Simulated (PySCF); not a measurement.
C2H6AlF. Atoms are numbered in the order given.

```xyz
10

Al    -0.0249     0.0217    -0.0222
C      1.7493    -0.2905    -0.7667
H      2.2670    -1.1400    -0.2917
H      2.3843     0.6019    -0.6185
H      1.7105    -0.4716    -1.8539
C     -0.7118    -0.6252     1.6835
H     -1.3781    -1.4915     1.5194
H     -1.3148     0.1417     2.1978
H      0.0874    -0.9543     2.3677
F     -1.0731     0.9473    -0.9481
```
Charge 0, spin multiplicity 1.

Geometry: B3LYP-D3(BJ)/def2-SVP. The isomer is the one that the SMILES or the coordinates give; other isomers of the formula were not compared.

Method: PBE/pcSseg-1 run with PySCF.

GIAO shieldings, no solvent; atoms alike by connectivity are averaged. δ = σ(ref) − σ: ¹³C against TMS (σ = 182.0 ppm); ¹H against TMS (σ = 31.49 ppm); ¹⁹F against CFCl3 (σ = 133.6 ppm), references at their B3LYP-D3(BJ)/def2-TZVP geometries, non-relativistic.

| atoms | nucleus | count | δ (ppm) |
|---|---|---|---|
| C2, C6 | ¹³C | 2 | -9.1 |
| H3, H4, H5, H7, H8, H9 | ¹H | 6 | -0.03 |
| F10 | ¹⁹F | 1 | ? |

Q: Fill in the missing entries. (An estimate is asked for; the answer gives what the named calculation found.)

A: 
- F10, δ (ppm): -140.1
